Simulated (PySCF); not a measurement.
MSe for M along group 14

MP2 with double-zeta basis sets in PySCF, for the lowest determinant that a PBE0 search found; no spin–orbit coupling. De refers to high-spin ground-configuration atoms.

| M | basis | reference, frozen orbitals | state (unpaired electrons) | Re (Å) | ωe (cm⁻¹) | De (eV) |
| --- | --- | --- | --- | --- | --- | --- |
| C | def2-SVP | RHF, 10 | singlet (closed shell) | 1.679 | 1079 | 6.02 |
| Si | x2c-SVPall | RHF, 14 | singlet (closed shell) | 2.073 | 588 | 5.27 |
| Ge | cc-pVDZ-PP | RHF, 8 | singlet (closed shell) | 2.160 | 407 | 4.79 |
| Sn | def2-SVP | RHF, 13 | singlet (closed shell) | 2.355 | 333 | 4.28 |
| Pb | def2-SVP | RHF, 13 | singlet (closed shell) | 2.440 | 287 | 3.95 |

The shortest bond is that of CSe (1.679 Å), the longest that of PbSe (2.440 Å).

The rows differ in basis set, which adds steps of its own.

Down a group the atoms grow and get heavier, so bonds lengthen and wavenumbers fall; this series shows no clear exception.

Correlated steps freeze the inner cores (8 to 14 orbitals); shallow outer-core shells are correlated. Correlated levels converge slowly with the basis: in double zeta they bind strong bonds too weakly, by up to about 1 eV, and carry superposition errors of some tenths. These are scalar-relativistic numbers at best; spin–orbit coupling would shift them, the dissociation energy most. Where the molecule has an RHF reference, its open-shell atoms are computed with UHF.
